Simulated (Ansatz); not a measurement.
CH7BOSi, SMILES `COB[SiH3]` from Hartree–Fock to CCSD(T)

| atom | x (Å) | y (Å) | z (Å) |
| --- | --- | --- | --- |
| C1 | -0.0016 | -2.1280 | -0.1071 |
| O2 | 0.2655 | -0.8019 | 0.3130 |
| B3 | -0.2472 | 0.2687 | -0.3099 |
| Si4 | 0.2065 | 2.1189 | 0.3776 |
| H5 | -0.4677 | -2.6691 | 0.7181 |
| H6 | 0.9437 | -2.6131 | -0.3565 |
| H7 | -0.6635 | -2.1389 | -0.9771 |
| H8 | -0.9654 | 0.0979 | -1.2662 |
| H9 | 0.8857 | 2.9050 | -0.6934 |
| H10 | -1.0444 | 2.8543 | 0.7246 |
| H11 | 1.0884 | 2.1062 | 1.5769 |

Charge 0, multiplicity 1. The geometry is a stationary point of PBE0-D4/def2-TZVP. It is one conformer, not always the lowest. Frozen core, restricted reference, the Gaussian-basis code of Ansatz. CBS rows extrapolate triple and quadruple zeta; past MP2 they add the triple-zeta difference.

```csv
basis,HF (Eh),MP2 corr.
def2-SVP,-430.23885,-0.51434
def2-TZVPP,-430.50508,-0.64052
def2-QZVPP,-430.52103,-0.68609
```

Question: Estimate the CCSD correlation energy and the (T) correction in each basis where they were run (hartree).

Answer: 
| basis | CCSD corr. | (T) |
| --- | --- | --- |
| def2-SVP | -0.57093 | -0.01510 |
| def2-TZVPP | -0.69055 | -0.02494 |
| CBS(def2) | -0.76989 | as TZ |
